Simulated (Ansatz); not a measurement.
AlFI2 (SMILES [F][Al]([I])[I]), singlet, at a GFN2-xTB geometry (such geometries of metal compounds can be far from the true shape) (all electrons, no relativity); Ansatz (a quantum-chemistry and plane-wave program) with CASSCF(2,2)/STO-3G.

The Ansatz input:
Ansatz 0.2 input:
```yaml
crystal:
  periodic: [false, false, false]
  atoms:
    - {symbol: Al, position_ang: [-0.69416370, -0.49732093, -0.09305052]}
    - {symbol: F, position_ang: [-2.02160909, -1.44834498, -0.27099052]}
    - {symbol: I, position_ang: [-0.68914672, 1.73806653, -1.21500550]}
    - {symbol: I, position_ang: [1.20270540, -1.37013677, 1.28384647]}
basis:
  gaussian:
    orbitals: STO-3G
hamiltonian:
  xc: hf
magnetization: {spin_polarized: false}
correlation: {active_space: {window: {electrons: 2, orbitals: 2}}}
```

It wrote (shortened):

```
Functional definition: HF
736 factors; integrals over basis functions are off by at most 2.6e-5 eV
mean field evaluation 1: about -382007.3136 eV, gradient 2.6e1 eV
mean field evaluation 2: about -382007.3218 eV, gradient 2.6e1 eV
mean field evaluation 4: about -382010.6049 eV, gradient 9.0e-1 eV
mean field evaluation 8: about -382010.6103 eV, gradient 1.0e-2 eV
mean field -382010.61027151 eV, -14038.6309913864 hartree, gradient 6.8e-6 eV, S^2 0.000000; 0 other end points of the search recorded, 0 dependent functions left out
reference -382010.61027151 eV, -14038.6309913864 hartree; 64, 64 occupied and 4, 4 virtual orbitals, 736 factors
state -382011.02212270 eV, -14038.6461266384 hartree
Total energy: -382011.02212270 eV, -14038.6461266384 hartree
```
